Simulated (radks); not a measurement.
Results of a calculation; reference values are marked as such.
Q: Ionisation of the silver ion Ag+, [Kr] 4d10, to [Kr] 4d9 as the strength of local exchange is varied. Code: a radial shooting solver on a logarithmic mesh with Libxc functionals. Model: scalar-relativistic Kohn-Sham, Slater X-alpha exchange (alpha = 2/3 is LDA exchange), no correlation, spin-unpolarised, spherical densities, point nucleus.

| alpha | E(Ag+) (hartree) | exchange (hartree) | IE (eV) | -e of the level emptied (eV) | <r> of it (bohr) |
|---|---|---|---|---|---|
| 0.612 | -5294.97043 | -127.73244 | 19.937 | 13.667 (4d) | 1.418 |
| 0.667 | -5306.48536 | -139.52216 | 20.895 | 14.507 (4d) | 1.399 |
| 0.808 | -5336.12262 | -169.97928 | 23.478 | 16.796 (4d) | 1.355 |
| 0.845 | -5343.92767 | -178.02687 | 24.187 | 17.430 (4d) | 1.344 |
| ? | -5373.77731 | -208.90476 | 27.000 | 19.967 (4d) | 1.305 |

Which alpha was used in the last row?

A: alpha = 0.986. NIST Atomic Spectra Database: 21.484 eV (measured). The Delta-SCF value meets it near alpha = 0.70. Spin polarisation and multiplet splitting are left out, so open shells lie too high by an amount that depends on their filling.

Beside tabulated values, note that spin-unpolarised runs miss the spin-polarisation part of the exchange energy of open shells.
